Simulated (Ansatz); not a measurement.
Cost and result for the atomization energy of Al₂BrH₃Si (7 atoms, 8 bonds).

```xyz
7

Br   -0.010   -0.141    2.256
Si    0.195    1.188    0.266
Al    0.394   -1.344    0.065
Al   -1.290    0.026   -1.161
H     0.922    2.354    0.862
H     1.387   -2.539    0.375
H    -1.598    0.456   -2.663
```

The species carries charge 0 and has multiplicity 1. Correlated methods include outer-core shells of Br, which these sets cover unevenly. Scalar relativity is left out up to krypton. The bonds changed during the relaxation, so this is another structure than the one it started from. All single points use the PBE0-D4/def2-TZVP geometry. Program: Ansatz. All runs use 2 threads of an Arm Neoverse V2 on a shared host. Times are those of one run each, without the atoms' runs, and a repeat can differ threefold. Electronic energies, without spin–orbit coupling; frozen cores. CCSD(T)/CBS adds CCSD(T) − MP2 in def2-TZVPP to the MP2 limit, and its time is that of the two runs behind it. T1 = 0.015. With those shells the extrapolation isn't a true limit.

CCSD(T)/CBS is a level of theory with its own doubt, some kJ/mol a heavy atom from the limit and from the frozen cores, so smaller differences don't rank the functionals.

```
                          level  functions  wall time  atomization (kcal/mol)  difference from CCSD(T)/CBS  per bond
         LDA (SPW92)/def2-TZVPP        216      1.9 s                   450.2                         52.5       6.6
             BLYP-D4/def2-TZVPP        216      3.3 s                   382.2                        -15.5      -1.9
PBE-D4/def2-TZVPP (with forces)        216        4 s                   398.3                          0.6       0.1
               CCSD(T)/def2-SVP        101      4.4 s                   360.4                        -37.3      -4.7
             PBE0-D4/def2-TZVPP        216        6 s                   394.2                         -3.5      -0.4
            BHLYP-D4/def2-TZVPP        216        6 s                   379.5                        -18.2      -2.3
        CAM-B3LYP-D4/def2-TZVPP        216      6.5 s                   383.0                        -14.7      -1.8
              B2PLYP/def2-TZVPP        216        9 s                   381.3                        -16.4      -2.1
            PBE-QIDH/def2-TZVPP        216      9.5 s                   392.4                         -5.3      -0.7
              B97M-V/def2-TZVPP        216       16 s                   409.9                         12.2       1.5
                 MP2/def2-QZVPP        389       27 s                   394.1                         -3.6      -0.5
             CCSD(T)/def2-TZVPP        216      100 s                   382.3                        -15.4      -1.9
              CCSD(T)/CBS(def2)          –    2.1 min                   397.7                          0.0       0.0
```

From r2SCAN to r2SCAN0 (25 % exact exchange), in def2-TZVPP and without D4, the atomization energy moves by −7.4 kcal/mol: exact exchange takes away binding that semilocal exchange gives to molecules. The D4 term adds +8.5 kcal/mol with B3LYP and +4.4 kcal/mol with PBE0; it sums over pairs of atoms, weighted by their polarisabilities, and B3LYP, whose exchange is more repulsive, gets the larger term. At CCSD(T), def2-SVP lies −37.3 kcal/mol from the extrapolated value and def2-TZVPP −15.4 kcal/mol: correlation converges slowly with the basis, and small sets miss more of it in the bonded molecule than in its fragments.

B3LYP here is the variant with VWN-RPA as its local correlation; programs differ in this.
